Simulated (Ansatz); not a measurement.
Ansatz (a quantum-chemistry and plane-wave program) job for hexa-1,2-dien-4-yne (C6H6), SMILES C=C=CC#CC, PBE-D3(BJ)/def2-SVP. 

Ansatz 0.2 input:
```yaml
crystal:
  periodic: [false, false, false]
  atoms:
    - {symbol: C, position_ang: [2.90106038, 0.03711615, 0.66709551]}
    - {symbol: C, position_ang: [1.80016429, -0.45212553, 0.20002539]}
    - {symbol: C, position_ang: [0.69055970, -0.95056914, -0.27355113]}
    - {symbol: C, position_ang: [-0.54506781, -0.26456556, -0.24119011]}
    - {symbol: C, position_ang: [-1.60496502, 0.30260366, -0.22304672]}
    - {symbol: C, position_ang: [-2.87941723, 0.98503281, -0.20205130]}
    - {symbol: H, position_ang: [3.20355524, -0.11624607, 1.69171128]}
    - {symbol: H, position_ang: [3.57039790, 0.62144070, 0.05430327]}
    - {symbol: H, position_ang: [0.67812100, -1.93830336, -0.72142053]}
    - {symbol: H, position_ang: [-3.65531945, 0.34550930, -0.62348104]}
    - {symbol: H, position_ang: [-2.82111709, 1.90281550, -0.78788809]}
    - {symbol: H, position_ang: [-3.14964331, 1.23982976, 0.82308530]}
basis:
  gaussian:
    orbitals: def2-SVP
hamiltonian:
  xc: pbe
  dispersion: d3bj
relax: {f_tol: 0.002, max_steps: 200}
```

Output:

```
WARN ansatz: RAYON_NUM_THREADS=2 ignored (pool sized by the plan → 2); use --threads N
Functional definition: PBE
integrals: 0.05 GiB planned
1296 factors; their error is unknown
mean field: 0.31 GiB planned
mean field evaluation 1: about -6291.5610 eV, gradient 6.5e1 eV
mean field evaluation 2: about -6287.7690 eV, gradient 7.4e1 eV
mean field evaluation 4: about -6303.1269 eV, gradient 9.0e0 eV
mean field evaluation 8: about -6303.3453 eV, gradient 2.7e-1 eV
mean field evaluation 16: about -6303.2970 eV, gradient 1.8e-3 eV
mean field -6303.29695901 eV, -231.6418907155 hartree, gradient 2.1e-5 eV, S^2 0.000000; 0 other end points of the search recorded, 0 dependent functions left out
the calculation of the forces begins
reference -6303.29699774 eV, -231.6418921387 hartree; 21, 21 occupied and 93, 93 virtual orbitals, 1296 factors
relax step   1: F+E_penalty+E_count = -6303.52036239 eV  Δ(F+E_penalty+E_count) = +0.000e0 eV  max|allowed force component| = 1.913e0 eV/Å  Δτ_max = 0.0000 Å  (31 SCF iters, accepted)
these checks for a lower state are left out or cut short: starts, cluster_reference, orbital_swaps, neighbouring_geometries, increment
integrals: 0.05 GiB planned
1296 factors; their error is unknown
mean field: 0.30 GiB planned
mean field -6303.42275862 eV, -231.6465137658 hartree, gradient 2.3e-5 eV, S^2 0.000000; 0 other end points of the search recorded, 0 dependent functions left out
the calculation of the forces begins
reference -6303.42279759 eV, -231.6465151981 hartree; 21, 21 occupied and 93, 93 virtual orbitals, 1296 factors
relax step   2: F+E_penalty+E_count = -6303.64321431 eV  Δ(F+E_penalty+E_count) = -1.229e-1 eV  max|allowed force component| = 3.285e-1 eV/Å  Δτ_max = 0.0645 Å  (31 SCF iters, accepted)
these checks for a lower state are left out or cut short: starts, cluster_reference, orbital_swaps, neighbouring_geometries, increment
integrals: 0.05 GiB planned
1296 factors; their error is unknown
mean field: 0.30 GiB planned
mean field evaluation 32: about -6303.2426 eV, gradient 3.9e-4 eV
mean field -6303.24257879 eV, -231.6398922792 hartree, gradient 1.7e-5 eV, S^2 0.000000; 0 other end points of the search recorded, 0 dependent functions left out
the calculation of the forces begins
reference -6303.24261782 eV, -231.6398937135 hartree; 21, 21 occupied and 93, 93 virtual orbitals, 1296 factors
relax step   3: F+E_penalty+E_count = -6303.46144058 eV  Δ(F+E_penalty+E_count) = +1.818e-1 eV  max|allowed force component| = 1.826e0 eV/Å  Δτ_max = 0.1944 Å  (31 SCF iters, rejected (line search))
these checks for a lower state are left out or cut short: starts, cluster_reference, orbital_swaps, neighbouring_geometries, increment
integrals: 0.05 GiB planned
1296 factors; their error is unknown
mean field: 0.30 GiB planned
mean field -6303.40099243 eV, -231.6457138732 hartree, gradient 2.3e-5 eV, S^2 0.000000; 0 other end points of the search recorded, 0 dependent functions left out
the calculation of the forces begins
reference -6303.40103177 eV, -231.6457153188 hartree; 21, 21 occupied and 93, 93 virtual orbitals, 1296 factors
relax step   4: F+E_penalty+E_count = -6303.62035789 eV  Δ(F+E_penalty+E_count) = +2.286e-2 eV  max|allowed force component| = 1.511e0 eV/Å  Δτ_max = 0.0383 Å  (31 SCF iters, rejected (line search))
these checks for a lower state are left out or cut short: starts, cluster_reference, orbital_swaps, neighbouring_geometries, increment
integrals: 0.05 GiB planned
1296 factors; their error is unknown
mean field: 0.30 GiB planned
mean field -6303.43461303 eV, -231.6469494074 hartree, gradient 2.2e-5 eV, S^2 0.000000; 0 other end points of the search recorded, 0 dependent functions left out
the calculation of the forces begins
reference -6303.43465203 eV, -231.6469508405 hartree; 21, 21 occupied and 93, 93 virtual orbitals, 1296 factors
relax step   5: F+E_penalty+E_count = -6303.65489029 eV  Δ(F+E_penalty+E_count) = -1.168e-2 eV  max|allowed force component| = 1.643e-1 eV/Å  Δτ_max = 0.0186 Å  (32 SCF iters, accepted)
these checks for a lower state are left out or cut short: starts, cluster_reference, orbital_swaps, neighbouring_geometries, increment
integrals: 0.05 GiB planned
1296 factors; their error is unknown
mean field: 0.30 GiB planned
mean field -6303.44155105 eV, -231.6472043750 hartree, gradient 2.1e-5 eV, S^2 0.000000; 0 other end points of the search recorded, 0 dependent functions left out
the calculation of the forces begins
reference -6303.44159012 eV, -231.6472058107 hartree; 21, 21 occupied and 93, 93 virtual orbitals, 1296 factors
relax step   6: F+E_penalty+E_count = -6303.66121690 eV  Δ(F+E_penalty+E_count) = -6.327e-3 eV  max|allowed force component| = 5.877e-2 eV/Å  Δτ_max = 0.0547 Å  (30 SCF iters, accepted)
these checks for a lower state are left out or cut short: starts, cluster_reference, orbital_swaps, neighbouring_geometries, increment
integrals: 0.05 GiB planned
1296 factors; their error is unknown
mean field: 0.30 GiB planned
mean field -6303.44185785 eV, -231.6472156498 hartree, gradient 2.2e-5 eV, S^2 0.000000; 0 other end points of the search recorded, 0 dependent functions left out
the calculation of the forces begins
reference -6303.44189695 eV, -231.6472170865 hartree; 21, 21 occupied and 93, 93 virtual orbitals, 1296 factors
relax step   7: F+E_penalty+E_count = -6303.66145068 eV  Δ(F+E_penalty+E_count) = -2.338e-4 eV  max|allowed force component| = 2.040e-2 eV/Å  Δτ_max = 0.0183 Å  (31 SCF iters, accepted)
these checks for a lower state are left out or cut short: starts, cluster_reference, orbital_swaps, neighbouring_geometries, increment
integrals: 0.05 GiB planned
1296 factors; their error is unknown
mean field: 0.30 GiB planned
mean field evaluation 64: about -6303.4911 eV, gradient 5.0e-1 eV
mean field -6303.44202659 eV, -231.6472218506 hartree, gradient 2.2e-5 eV, S^2 0.000000; 0 other end points of the search recorded, 0 dependent functions left out
the calculation of the forces begins
reference -6303.44206570 eV, -231.6472232879 hartree; 21, 21 occupied and 93, 93 virtual orbitals, 1296 factors
relax step   8: F+E_penalty+E_count = -6303.66156269 eV  Δ(F+E_penalty+E_count) = -1.120e-4 eV  max|allowed force component| = 2.064e-2 eV/Å  Δτ_max = 0.0112 Å  (33 SCF iters, accepted)
these checks for a lower state are left out or cut short: starts, cluster_reference, orbital_swaps, neighbouring_geometries, increment
integrals: 0.05 GiB planned
1296 factors; their error is unknown
mean field: 0.30 GiB planned
mean field -6303.44210319 eV, -231.6472246657 hartree, gradient 2.2e-5 eV, S^2 0.000000; 0 other end points of the search recorded, 0 dependent functions left out
the calculation of the forces begins
reference -6303.44214231 eV, -231.6472261034 hartree; 21, 21 occupied and 93, 93 virtual orbitals, 1296 factors
relax step   9: F+E_penalty+E_count = -6303.66160709 eV  Δ(F+E_penalty+E_count) = -4.440e-5 eV  max|allowed force component| = 2.666e-2 eV/Å  Δτ_max = 0.0059 Å  (32 SCF iters, accepted)
these checks for a lower state are left out or cut short: starts, cluster_reference, orbital_swaps, neighbouring_geometries, increment
integrals: 0.05 GiB planned
1296 factors; their error is unknown
mean field: 0.30 GiB planned
mean field -6303.44216449 eV, -231.6472269185 hartree, gradient 2.2e-5 eV, S^2 0.000000; 0 other end points of the search recorded, 0 dependent functions left out
the calculation of the forces begins
reference -6303.44220363 eV, -231.6472283568 hartree; 21, 21 occupied and 93, 93 virtual orbitals, 1296 factors
relax step  10: F+E_penalty+E_count = -6303.66168614 eV  Δ(F+E_penalty+E_count) = -7.905e-5 eV  max|allowed force component| = 1.202e-2 eV/Å  Δτ_max = 0.0080 Å  (33 SCF iters, accepted)
these checks for a lower state are left out or cut short: starts, cluster_reference, orbital_swaps, neighbouring_geometries, increment
integrals: 0.05 GiB planned
1296 factors; their error is unknown
mean field: 0.30 GiB planned
mean field -6303.44221060 eV, -231.6472286129 hartree, gradient 6.6e-6 eV, S^2 0.000000; 0 other end points of the search recorded, 0 dependent functions left out
the calculation of the forces begins
reference -6303.44224974 eV, -231.6472300514 hartree; 21, 21 occupied and 93, 93 virtual orbitals, 1296 factors
relax step  11: F+E_penalty+E_count = -6303.66169671 eV  Δ(F+E_penalty+E_count) = -1.057e-5 eV  max|allowed force component| = 1.014e-2 eV/Å  Δτ_max = 0.0024 Å  (24 SCF iters, accepted)
these checks for a lower state are left out or cut short: starts, cluster_reference, orbital_swaps, neighbouring_geometries, increment
integrals: 0.05 GiB planned
1296 factors; their error is unknown
mean field: 0.30 GiB planned
mean field -6303.44221274 eV, -231.6472286915 hartree, gradient 7.4e-5 eV, S^2 0.000000; 0 other end points of the search recorded, 0 dependent functions left out
the calculation of the forces begins
reference -6303.44225188 eV, -231.6472301300 hartree; 21, 21 occupied and 93, 93 virtual orbitals, 1296 factors
relax step  12: F+E_penalty+E_count = -6303.66169920 eV  Δ(F+E_penalty+E_count) = -2.485e-6 eV  max|allowed force component| = 1.314e-3 eV/Å  Δτ_max = 0.0007 Å  (20 SCF iters, accepted)
integrals: 0.05 GiB planned
1296 factors; their error is unknown
mean field: 0.30 GiB planned
mean field evaluation 96: about -6303.4422 eV, gradient 7.4e-5 eV
mean field -6303.44221274 eV, -231.6472286915 hartree, gradient 7.4e-5 eV, S^2 0.000000; 1 other end points of the search recorded, 0 dependent functions left out
the calculation of the forces begins
reference -6303.44225188 eV, -231.6472301300 hartree; 21, 21 occupied and 93, 93 virtual orbitals, 1296 factors
Total energy: -6303.66173834 eV, -231.6552961087 hartree
Atom 0 at     2.983731     0.013612     0.674763 Å, force     0.000519     0.000044     0.000203 eV/Å
Atom 1 at     1.845127    -0.448468     0.211667 Å, force     0.000021     0.000165     0.000025 eV/Å
Atom 2 at     0.697770    -0.929260    -0.261849 Å, force    -0.001113     0.000193    -0.000115 eV/Å
Atom 3 at    -0.551254    -0.244907    -0.233784 Å, force    -0.000431    -0.000067    -0.000065 eV/Å
Atom 4 at    -1.645151     0.313321    -0.227686 Å, force     0.001314    -0.000110     0.000270 eV/Å
Atom 5 at    -2.935033     0.986384    -0.213988 Å, force    -0.000121    -0.000038    -0.000072 eV/Å
Atom 6 at     3.294846    -0.159632     1.720633 Å, force    -0.000015    -0.000036    -0.000004 eV/Å
Atom 7 at     3.671938     0.597736     0.037728 Å, force     0.000106    -0.000021    -0.000071 eV/Å
Atom 8 at     0.711082    -1.941492    -0.714395 Å, force    -0.000110     0.000218     0.000059 eV/Å
Atom 9 at    -3.732737     0.344011    -0.642514 Å, force    -0.000575    -0.000248    -0.000182 eV/Å
Atom 10 at    -2.909710     1.925988    -0.806101 Å, force     0.000120    -0.000030     0.000182 eV/Å
Atom 11 at    -3.242280     1.255244     0.819117 Å, force     0.000285    -0.000071    -0.000230 eV/Å
Dipole moment:    -0.087860     0.071183     0.012281 e Å
```

The run converged.
